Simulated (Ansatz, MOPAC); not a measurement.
# How methods differ on GaClF (SMILES [F][Ga][Cl])

GaClF, doublet, SMILES `[F][Ga][Cl]`. Each level relaxes the structure for itself.

Quantity: the zero-point energy at each level's own minimum, in kJ/mol. The values are calculated.

```csv
level,kind,program,value (kJ/mol)
PM6,semi-empirical,MOPAC,7.7
PM6-D3,semi-empirical,MOPAC,7.7
PM6-D3H4,semi-empirical,MOPAC,7.7
PM6-DH2X,semi-empirical,MOPAC,7.7
UHF/STO-3G,Hartree–Fock,Ansatz,8.3
UHF/3-21G,Hartree–Fock,Ansatz,8.4
UHF/6-31G* (Cartesian functions),Hartree–Fock,Ansatz,7.8
UPBE/def2-SVP,GGA,Ansatz,6.9
UPBE0-D4/def2-TZVP,global hybrid,Ansatz,7.2
UB3LYP/6-31G* (Cartesian functions),global hybrid,Ansatz,7.0
```

All-electron rows without a relativistic Hamiltonian named are non-relativistic. Harmonic and unscaled. The values span 6.9 to 8.4 kJ/mol.
